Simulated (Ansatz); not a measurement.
**One arrangement of a pair**

The pair of H2 (SMILES [H][H], atoms 1–2) and AsH3 (SMILES [AsH3], atoms 3–6), both closed shells, in one local arrangement (a lower one may exist), relaxed at PBE0-D4/def2-TZVP:

```xyz
6
angstrom
H 0.3808 0.4216 -2.5585
H -0.1030 -0.1082 -2.3515
As -0.4411 -0.4858 0.9150
H -0.3643 -0.4054 2.4329
H 1.0736 -0.4483 0.7798
H -0.5458 1.0262 0.7824
```

Ansatz 0.2.0; basis: def2-TZVPPD, with def2-QZVPPD for the basis limit; cores frozen in the correlated methods. Filled d shells of the heavier atoms are correlated. The def2 sets are not built for correlating such inner shells, so the correlated values are less sure here. B3LYP uses VWN-RPA correlation. Extrapolation: Hartree–Fock as exp(−7.88 √X), correlation as X^−2.97. Interaction energies count from these two fragments, frozen as in the pair, with the counterpoise correction; negative means bound.

(1) What is the interaction energy by CCSD(T) at an estimated basis limit (MP2 extrapolated from triple and quadruple zeta, plus CCSD(T) − MP2 in triple zeta)? (Judge from chemistry; the value comes from the calculation.)

(2) Which atoms make the shortest contact between the fragments?

T1 diagnostic: at most 0.012.

Results:

(1) Computed: -1.4 kJ/mol. Hartree–Fock alone gives 1.2 kJ/mol at the basis limit, so without correlation the pair would not bind at this distance. It counts from the two fragments frozen as in the pair.

The same quantity by other methods in triple zeta, and each one's difference from that estimate:
```
   method  E_int (kJ/mol)  difference
   PBE-D4            -2.5        -1.1
revPBE-D4            -1.9        -0.5
  BLYP-D4            -1.1         0.3
r2SCAN-D4            -0.8         0.6
   B97M-V            -1.6        -0.2
  PBE0-D4            -2.1        -0.7
 B3LYP-D4            -1.4         0.0
 HSE06-D4            -2.1        -0.7
  wB97X-V            -1.6        -0.2
  wB97M-V            -1.4         0.0
   B2PLYP             0.0         1.4
       HF             1.2         2.6
      MP2            -1.0         0.4
     CCSD            -0.7         0.7
  CCSD(T)            -1.0         0.4
```
Differences are method less estimate.

(2) H2 and As3, 3.31 Å apart.

Basis-set superposition shift (counterpoise-corrected less uncorrected): CCSD(T) 0.5; MP2 0.6; HF 0.2; PBE0-D4 0.1; wB97M-V 0.2 kJ/mol.

For scale, one of the runs: CCSD(T)/def2-TZVPPD, 139 basis functions, launched by `ansatz run in.yaml --threads 2 --pin off --events-out ev --progress --plain --max-ram 5222MiB`. Time: 11 s of wall clock on 2 CPU threads of an Arm Neoverse V1; the host was shared. Peak host memory: 0.74 GiB.
